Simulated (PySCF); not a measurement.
A structure optimised at PBE0-D3(BJ)/def2-SVP, used in a PySCF frequency run:

```xyz
12

F      1.4002    -0.9127     0.0000
Si    -0.0315    -1.6986     0.0000
C     -1.3787    -0.4184     0.0000
C     -1.2082     0.9165     0.0000
Si     0.4022     1.9102     0.0000
H     -0.0892    -2.5552    -1.2180
H     -0.0892    -2.5552     1.2180
H     -2.4098    -0.8052     0.0000
H     -2.1207     1.5311     0.0000
H      1.2155     1.6471    -1.2225
H      0.0069     3.3521     0.0000
H      1.2155     1.6471     1.2225
```

Problem. Write its SMILES, formula and point group.

Solution. F[SiH2]/C=C\[SiH3], C2H7FSi2, Cs

Problem. What are its rotational constants (standard atomic weights)?

Solution. 4.9880, 2.0172, 1.4871 GHz
